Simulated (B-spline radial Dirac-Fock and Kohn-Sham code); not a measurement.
# Kohn-Sham estimates against Dirac-Fock for the levels of Lu¹²⁺

System: the Lu¹²⁺ ion, [Kr] 4d10 4f11 5s2.

The density-functional columns are spherical, spin-unpolarised Dirac-Kohn-Sham results without Breit or QED terms: −ε is minus the orbital energy of the initial state and ΔSCF the difference of two total energies. The reference in the last column comes from ΔSCF Dirac-Fock with Breit, self-energy and vacuum polarisation, finite nucleus, configuration average. All numbers are from a B-spline atomic structure program, in eV; a selection of levels is shown. The Kohn-Sham columns are given as differences from the reference. For the 1s level of heavy atoms much of the gap between ΔSCF and the reference is the Breit and QED part, -304.0 eV here; for other levels the error of the functional can be larger.

```tsv
level	LDA −ε − DF	LDA ΔSCF − DF	Dirac-Fock
K	-239.8	+291.7	63570.3
L1	-162.1	-59.5	11136.1
L2	-117.4	+12.3	10608.4
L3	-128.8	-14.9	9503.4
M1	-86.0	-51.4	2756.5
M2	-69.0	-32.3	2524.8
M3	-68.2	-34.1	2285.9
M4	-47.4	-7.8	1898.6
M5	-48.4	-9.8	1847.5
N1	-46.0	-27.4	763.5
N2	-37.8	-19.3	667.6
N3	-37.9	-20.0	612.3
N4	-25.7	-8.2	454.9
N5	-25.8	-8.5	444.7
N6,7	-13.0	+3.3	249.3
O1	-3.3	+7.6	266.2
```

Values without a named source are computed, but for edge energies of neutral atoms, which are taken from tables.
